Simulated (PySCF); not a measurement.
Radial density of N (nitrogen, neutral)

UHF, [He] 2s1 2p4, high-spin 4P determinant (an excited configuration). Calculation: PySCF 2.14, in aug-cc-pVDZ; the non-relativistic Hamiltonian (point nucleus).

```json
{"r (bohr)": "0.00476", "4πr²ρ (e/bohr)": "0.05359", "4πr²(ρα − ρβ)": "0.0013"}
{"r (bohr)": "0.00801", "4πr²ρ (e/bohr)": "0.1456", "4πr²(ρα − ρβ)": "0.0036"}
{"r (bohr)": "0.0135", "4πr²ρ (e/bohr)": "0.3802", "4πr²(ρα − ρβ)": "0.0093"}
{"r (bohr)": "0.0227", "4πr²ρ (e/bohr)": "0.9480", "4πr²(ρα − ρβ)": "0.0233"}
{"r (bohr)": "0.0381", "4πr²ρ (e/bohr)": "2.162", "4πr²(ρα − ρβ)": "0.0529"}
{"r (bohr)": "0.0641", "4πr²ρ (e/bohr)": "4.277", "4πr²(ρα − ρβ)": "0.1036"}
{"r (bohr)": "0.108", "4πr²ρ (e/bohr)": "6.651", "4πr²(ρα − ρβ)": "0.1580"}
{"r (bohr)": "0.181", "4πr²ρ (e/bohr)": "7.036", "4πr²(ρα − ρβ)": "0.1865"}
{"r (bohr)": "0.305", "4πr²ρ (e/bohr)": "4.275", "4πr²(ρα − ρβ)": "0.3430"}
{"r (bohr)": "0.513", "4πr²ρ (e/bohr)": "2.384", "4πr²(ρα − ρβ)": "1.1587"}
{"r (bohr)": "0.863", "4πr²ρ (e/bohr)": "3.251", "4πr²(ρα − ρβ)": "2.3046"}
{"r (bohr)": "1.45", "4πr²ρ (e/bohr)": "2.577", "4πr²(ρα − ρβ)": "1.6737"}
{"r (bohr)": "2.44", "4πr²ρ (e/bohr)": "0.7003", "4πr²(ρα − ρβ)": "0.2802"}
{"r (bohr)": "4.11", "4πr²ρ (e/bohr)": "0.06466", "4πr²(ρα − ρβ)": "-0.0171"}
{"r (bohr)": "6.91", "4πr²ρ (e/bohr)": "0.003367", "4πr²(ρα − ρβ)": "-0.0032"}
```

(1) Where is the radial spin density 4πr²(ρα − ρβ) most negative, and why is it negative at all?

Results:

(1) Around r = 4.11 bohr, down to -0.0171 e/bohr: exchange with the open shell polarises the paired shells in an unrestricted calculation.
